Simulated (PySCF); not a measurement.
4H-1,3,5-oxadiazine (C₃H₄N₂O), SMILES C1=NCN=CO1. Atoms are numbered in the order given.

```xyz
10

C      0.0000    -1.1524    -0.6303
N      0.0000    -1.2318     0.6215
C      0.0000     0.0000     1.3813
N      0.0000     1.2318     0.6215
C      0.0000     1.1524    -0.6303
O      0.0000     0.0000    -1.3701
H      0.0000    -2.0326    -1.2838
H      0.8780     0.0000     2.0514
H     -0.8780     0.0000     2.0514
H      0.0000     2.0326    -1.2838
```

Geometry: PBE0-D3(BJ)/def2-SVP. One conformer was computed; it need not be the lowest.

Computed with PySCF with TDDFT-LC-ωPBE/def2-SVPD.

Vertical excitations. Isolated molecule, no solvent. State labels are in the subgroup C2v.

Computed lowest excited states:
| state | symmetry | energy (eV) | λ (nm) | f | main pairs |
|---|---|---|---|---|---|
| S1 | B1 | 5.27 | 235 | 0.010 | HOMO−1→LUMO 94 % |
| S2 | B2 | 5.87 | 211 | 0.005 | HOMO→LUMO 98 % |
| S3 | A2 | 6.45 | 192 | 0.000 | HOMO−2→LUMO 50 %, HOMO−1→LUMO+2 41 % |
| S4 | B1 | 7.80 | 159 | 0.001 | HOMO→LUMO+1 84 % |
| S5 | B2 | 7.94 | 156 | 0.018 | HOMO−1→LUMO+1 83 % |
| S6 | A2 | 8.00 | 155 | 0.000 | HOMO−2→LUMO 45 %, HOMO−1→LUMO+2 42 %, HOMO−4→LUMO 7 % |
| S7 | A1 | 8.35 | 149 | 0.201 | HOMO→LUMO+2 91 % |
| S8 | A1 | 8.99 | 138 | 0.137 | HOMO−1→LUMO+3 63 %, HOMO−2→LUMO+1 23 % |
| S9 | B1 | 9.07 | 137 | 0.010 | HOMO→LUMO+4 84 % |
| S10 | A2 | 9.15 | 135 | 0.000 | HOMO→LUMO+3 85 % |
| T1 | B2 | 4.28 | 289 | 0 | HOMO→LUMO 85 % |
| T2 | B1 | 4.58 | 271 | 0 | HOMO−1→LUMO 89 % |
| T3 | A1 | 5.16 | 240 | 0 | HOMO−3→LUMO 47 %, HOMO→LUMO+2 41 % |
| T4 | A2 | 5.57 | 223 | 0 | HOMO−2→LUMO 51 %, HOMO−1→LUMO+2 37 % |
Triplets are in the Tamm–Dancoff approximation, which puts them higher than full response would, so one can lie above its singlet here.
